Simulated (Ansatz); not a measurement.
Process, species as SMILES: [Si]Cl (Si-Cl) → Cl atom + Si atom
B3LYP-D3(BJ)/def2-TZVP geometries, fixed; electronic energies without zero-point terms.

Energies in hartree at PBE0 with Ansatz (an electronic-structure program); the atomisation energy is their sum with the coefficients shown, times 627.509 kcal/mol a hartree. All functions are spherical. The program fits the integrals of some runs and decomposes those of others, by size. Open shells are unrestricted. No added dispersion term, no relativity.

```tsv
species	coefficient	part	cc-pV(D+d)Z	cc-pV(T+d)Z	cc-pV(Q+d)Z
[Si]Cl (Si-Cl)	-1	PBE0	-749.39728	-749.42290	-749.42930
Cl atom	+1	PBE0	-459.99046	-460.00524	-460.00889
Si atom	+1	PBE0	-289.24743	-289.25405	-289.25656
```

### Question
Predict the atomisation energy in cc-pV(5+d)Z (X = 5): let each PBE0 step shrink by the ratio of the last two. Compare with the run.

### Answer

- [Si]Cl (Si-Cl): steps -0.02562 and -0.00640, ratio 0.250, so PBE0 -749.43090 (run: -749.43302).
- Cl atom: steps -0.01478 and -0.00365, ratio 0.247, so PBE0 -460.00979 (run: -460.01082).
- Si atom: steps -0.00662 and -0.00251, ratio 0.379, so PBE0 -289.25751 (run: -289.25827).
Predicted 102.66 kcal/mol; the run in cc-pV(5+d)Z gives 102.87, a miss of -0.21. Keeping the value in cc-pV(Q+d)Z, 102.82, would miss by -0.05. All sums are of the energies as printed.
